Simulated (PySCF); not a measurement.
# Basis and Hamiltonian dependence of the excitation energy of Sb

Sb [Kr] 4d10 5s2 5p3 (4S) → Sb [Kr] 4d10 5s2 5p2 6s1 (4P). All values are computed (PySCF 2.14, energy differences of UHF-based or UKS calculations, no spin-orbit coupling). Values in eV.

```tsv
basis	Hamiltonian	functions	UHF	PBE	PBE0	MP2 (valence)	CCSD(T) (valence)	CCSD(T) (valence and next inner shell)
aug-cc-pwCVDZ-PP with ECP28MDF	ECP	48	5.807	5.656	5.817	5.865	5.805	5.795
aug-cc-pVTZ-PP with ECP28MDF	ECP	55	5.715	5.593	5.754	5.875	5.841	n/a
def2-TZVPPD with the def2 core potential (28 electrons)	ECP	56	5.899	5.706	5.878	6.010	5.972	5.993
ANO-RCC-VTZP	spin-free X2C	68	8.196	7.573	7.813	8.198	8.150	8.052
x2c-TZVPPall with one added diffuse shell each of s, p, d, f type	spin-free X2C	76	5.994	5.782	5.954	6.097	6.062	6.077
def2-QZVPPD with the def2 core potential (28 electrons)	ECP	88	5.666	5.569	5.726	5.863	5.826	n/a
aug-cc-pVQZ-PP with ECP28MDF	ECP	92	5.634	5.551	5.706	5.838	5.800	n/a
aug-cc-pwCVTZ-PP with ECP28MDF	ECP	96	5.700	5.591	5.748	5.864	5.830	n/a
aug-cc-pVQZ-DK3	spin-free X2C	102	5.632	5.561	5.714	5.833	5.796	n/a
aug-cc-pwCVTZ-DK3	spin-free X2C	109	5.734	5.626	5.783	5.891	5.857	n/a
aug-cc-pVQZ-PP with one added diffuse shell each of s, p, d, f, g type with ECP28MDF	ECP	117	5.563	5.521	5.674	5.795	n/a	n/a
aug-cc-pwCVTZ-DK3 with one added diffuse shell each of s, p, d, f type	spin-free X2C	125	5.557	5.532	5.680	5.761	n/a	n/a
x2c-QZVPPall with one added diffuse shell each of s, p, d, f type	spin-free X2C	128	5.588	5.546	5.695	5.800	n/a	n/a
dyall-av2z	non-relativistic	130	5.977	5.829	5.990	6.027	5.956	n/a
```

Frozen in the all-electron rows: valence: [Kr] 4d10; valence and next inner shell: [Ar] 3d10; with a core potential, the same shells as far as they lie outside it.

At UHF, ANO-RCC-VTZP lies more than 0.3 eV from the median of the rows with comparable relativity. Of these, ANO-RCC-VTZP has no diffuse functions of the l that the added or promoted electron needs.

Non-relativistic rows lack the scalar-relativistic shift.

Reference for a calculation without spin-orbit coupling: 5.789 eV (measured, between term centres; NIST).
